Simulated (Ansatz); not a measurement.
`FC(Cl)(Cl)Br` from Hartree–Fock to CCSD(T)

| atom | x (Å) | y (Å) | z (Å) |
| --- | --- | --- | --- |
| F1 | -0.323 | 0.020 | -1.374 |
| C2 | -0.014 | 0.037 | -0.078 |
| Cl3 | 1.600 | 0.705 | 0.107 |
| Cl4 | -1.193 | 1.027 | 0.767 |
| Br5 | -0.069 | -1.788 | 0.578 |

The species carries charge 0 and has multiplicity 1. Correlated methods include outer-core shells of Br, which these sets cover unevenly. Scalar relativity is left out up to krypton. Geometry: relaxed with PBE0-D4/def2-TZVP. Frozen core, restricted reference, Ansatz.

| basis | HF (Eh) | MP2 corr. | CCSD corr. | (T) | CCSD(T) total |
| --- | --- | --- | --- | --- | --- |
| def2-SVP | -3627.95921 | -0.82330 | -0.84752 | -0.02186 | -3628.82859 |
| def2-TZVPP | -3628.76826 | -1.06899 | -1.09836 | -0.04571 | -3629.91233 |
| def2-QZVPP | -3628.84899 | -1.46201 | – | – | – |
